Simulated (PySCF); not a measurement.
Positional isomers: propene hydroxy+silyl. Gas-phase values, no solvent. One relaxed conformer stands for each flexible species; it need not be the lowest. Strings in code marks are SMILES.

Level of theory: ωB97X-D3(BJ)/def2-TZVP // PBE0-D3(BJ)/def2-TZVP (PySCF). All candidates: neutral, multiplicity 1. Excitations are Tamm–Dancoff values on a coarser integration grid. The basis has no diffuse functions, so Rydberg states are missing or too high.

| Quantity | Value |
|---|---|
| T1 excitation (TDA) | 4.28 eV |
| S1 excitation (TDA) | 6.49 eV |
| HOMO | -8.96 eV |

Problem. Which member has these values?
A. `C/C([SiH3])=C\O` (C–C–O–H torsion 180°)
B. `C/C(O)=C\[SiH3]` (C–C–O–H torsion 180°)
C. `C/C(O)=C/[SiH3]` (C–C–O–H torsion 180°)
D. `O/C=C\C[SiH3]` (H–O–C–C torsion 4°, C–C–C–Si torsion -89°)

Solution. A, `C/C([SiH3])=C\O` (C–C–O–H torsion 180°). The others give `O/C=C\C[SiH3]` (H–O–C–C torsion 4°, C–C–C–Si torsion -89°): 4.36 eV, 6.14 eV, -8.73 eV; `C/C(O)=C/[SiH3]` (C–C–O–H torsion 180°): 4.17 eV, 6.65 eV, -9.06 eV; `C/C(O)=C\[SiH3]` (C–C–O–H torsion 180°): 4.13 eV, 6.70 eV, -9.05 eV
